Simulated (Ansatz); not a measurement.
Species: sum formula SiN₃H₅Cl, charge 0, multiplicity 2. It need not be the lowest isomer of its formula. 
Structure (B3LYP-D3(BJ)/def2-TZVP (Ansatz, a first-principles code) minimum search):
SMILES: [NH][Si](N)(N)Cl
```xyz
10

N      0.4311     1.4595    -1.1090
Si     0.0915    -0.0748    -0.3532
N      1.3933    -1.1539    -0.1979
N     -1.1129    -0.8694    -1.2497
Cl    -0.3861     0.4580     1.6055
H     -0.3895     2.0547    -1.2445
H      2.0278    -1.0731     0.5797
H      1.8482    -1.5205    -1.0194
H     -1.2671    -1.8594    -1.1429
H     -1.9166    -0.3936    -1.6245
```
Charge 0, spin multiplicity 2.

Dipole moments at this geometry, in debye (magnitudes).

| level | program | dipole (D) |
|---|---|---|
| BLYP/def2-TZVPD | Ansatz | ? |
| r2SCAN/def2-TZVPD | Ansatz | 2.29 |
| B3LYP/def2-TZVPD | Ansatz | 2.27 |
| BHLYP/def2-TZVPD | Ansatz | 2.26 |
| CCSD(T)/aug-cc-pV(D+d)Z | Ansatz | ? |

Problem. Some entries are withheld; supply them.

Solution. 
- BLYP/def2-TZVPD, dipole (D): 2.32
- CCSD(T)/aug-cc-pV(D+d)Z, dipole (D): 2.24
